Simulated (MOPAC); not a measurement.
A run for MOPAC: PM3 on BiCl3 (SMILES [Cl][Bi]([Cl])[Cl]), a point of a bond scan (R = 5.636 Å).

```
PM3 1SCF PRECISE CHARGE=0 THREADS=1
BiCl3

Bi     0.00034813 1     0.00075578 1     0.45198192 1
Cl    -4.29831776 1    -2.42119231 1    -2.27205530 1
Cl     0.02324247 1     2.14208345 1    -0.73918069 1
Cl     1.84369489 1    -1.09350832 1    -0.73517245 1
```

It printed:

```
*******************************************************************************
 **                                                                           **
 **                              MOPAC v23.2.5                                **
 **                                                                           **
 *******************************************************************************
 ** MOPAC's Digital Object Identifier: https://doi.org/10.5281/zenodo.6511958 **
 **                                                                           **
 ** Please cite the open-source release paper for use of this MOPAC version:  **
 ** J. E. Moussa and J. J. P. Stewart (2026)                                  **
 ** MOPAC: An open-source semiempirical molecular orbital program             **
 ** J. Open Source Softw., 11(119), 8025, https://doi.org/10.21105/joss.08025 **
 *******************************************************************************

                              PM3 CALCULATION RESULTS

 *******************************************************************************
 *  PM3        - The PM3 Hamiltonian to be used
 *
 *
 *
 *                 CHARGE ON SYSTEM = 0
 *
 *
 *
 *  PRECISE    - TIGHTER CRITERIA TO BE USED
 *  1SCF       - DO 1 SCF AND THEN STOP
 *  THREADS=1  - MULTI-THREADING NOT USED
 *  T=         - A TIME OF 172800.0 SECONDS REQUESTED
 *  DUMP=N     - RESTART FILE WRITTEN EVERY 7200.0 SECONDS REQUESTED
 *******************************************************************************
PM3 1SCF PRECISE CHARGE=0 THREADS=1
 BiCl3

   ATOM   CHEMICAL          X               Y               Z
  NUMBER   SYMBOL      (ANGSTROMS)     (ANGSTROMS)     (ANGSTROMS)

     1      Bi          0.00034813  *   0.00075578  *   0.45198192  *
     2      Cl         -4.29831776  *  -2.42119231  *  -2.27205530  *
     3      Cl          0.02324247  *   2.14208345  *  -0.73918069  *
     4      Cl          1.84369489  *  -1.09350832  *  -0.73517245  *



          CARTESIAN COORDINATES

    NO.       ATOM           X           Y           Z

     1        Bi          0.0003      0.0008      0.4520
     2        Cl         -4.2983     -2.4212     -2.2721
     3        Cl          0.0232      2.1421     -0.7392
     4        Cl          1.8437     -1.0935     -0.7352

 Cl: (PM3): J. J. P. STEWART, J. COMP. CHEM. 10, 209 (1989).
 Bi: (PM3): J. J. P. STEWART, J. COMP. CHEM. 12, 320-341 (1991).

           Empirical Formula: Bi Cl3  =     4 atoms



      MOLECULAR POINT GROUP   :   Cs


      RHF CALCULATION, NO. OF DOUBLY OCCUPIED LEVELS = 13



 ALL CONVERGERS ARE NOW FORCED ON
 SHIFT=10, PULAY ON, CAMP-KING ON
 AND ITERATION COUNTER RESET



 -------------------------------------------------------------------------------
 PM3 1SCF PRECISE CHARGE=0 THREADS=1
 BiCl3



     1SCF WAS SPECIFIED, SO BFGS WAS NOT USED
     SCF FIELD WAS ACHIEVED


                              PM3 CALCULATION
                                                       MOPAC v23.2.5 Linux




          FINAL HEAT OF FORMATION =         58.01167 KCAL/MOL =     242.72082 KJ/MOL


          COSMO AREA              =        177.56 SQUARE ANGSTROMS
          COSMO VOLUME            =        161.28 CUBIC ANGSTROMS

          IONIZATION POTENTIAL    =          7.662548 EV
          HOMO LUMO ENERGIES (EV) =         -7.663 -5.167
          NO. OF FILLED LEVELS    =         13
          MOLECULAR WEIGHT        =        315.3394         POINT GROUP:  Cs

          MOLECULAR DIMENSIONS (Angstroms)

            Atom       Atom       Distance
           Cl     4   Cl     2     6.46909
           Cl     3   Cl     2     3.55644
           Cl     4   Bi     1     1.41711


          SCF CALCULATIONS        =          1





   ATOM   CHEMICAL          X               Y               Z
  NUMBER   SYMBOL      (ANGSTROMS)     (ANGSTROMS)     (ANGSTROMS)

     1      Bi          0.00034813  *   0.00075578  *   0.45198192  *
     2      Cl         -4.29831776  *  -2.42119231  *  -2.27205530  *
     3      Cl          0.02324247  *   2.14208345  *  -0.73918069  *
     4      Cl          1.84369489  *  -1.09350832  *  -0.73517245  *

                             CARTESIAN COORDINATES

   1   Bi        0.000348130     0.000755780     0.451981920
   2   Cl       -4.298317760    -2.421192310    -2.272055300
   3   Cl        0.023242470     2.142083450    -0.739180690
   4   Cl        1.843694890    -1.093508320    -0.735172450


           Empirical Formula: Bi Cl3  =     4 atoms



      MOLECULAR POINT GROUP   :   Cs


                  EIGENVALUES
 -55.27156 -55.12257 -51.76899 -13.85936 -13.04154 -12.66011 -12.28600 -11.42051
 -11.41921 -11.37952  -9.23140  -9.22958  -7.66255  -5.16725  -2.46265  -2.04495


              NET ATOMIC CHARGES AND DIPOLE CONTRIBUTIONS

  ATOM NO.   TYPE          CHARGE      No. of ELECS.   s-Pop       p-Pop
    1         Bi           0.873294        4.1267     1.99034     2.13637
    2         Cl          -0.365639        7.3656     2.00000     5.36564
    3         Cl          -0.253823        7.2538     1.97925     5.27457
    4         Cl          -0.253832        7.2538     1.97925     5.27458
 DIPOLE           X         Y         Z       TOTAL
 POINT-CHG.     5.274     2.977     7.684     9.784
 HYBRID        -0.271    -0.152     0.319     0.445
 SUM            5.003     2.825     8.003     9.851


          ATOMIC ORBITAL ELECTRON POPULATIONS

     Atom    s        px        py        pz
    1 Bi   1.99034   0.73621   0.64692   0.75323
    2 Cl   2.00000   1.56937   1.86559   1.93069
    3 Cl   1.97925   1.90569   1.56179   1.80708
    4 Cl   1.97925   1.64066   1.82612   1.80780

 **********************
 *                    *
 * JOB ENDED NORMALLY *
 *                    *
 **********************




 == MOPAC DONE ==
```

The run finished.

Cost: about 0.08 core-seconds (a rough figure).
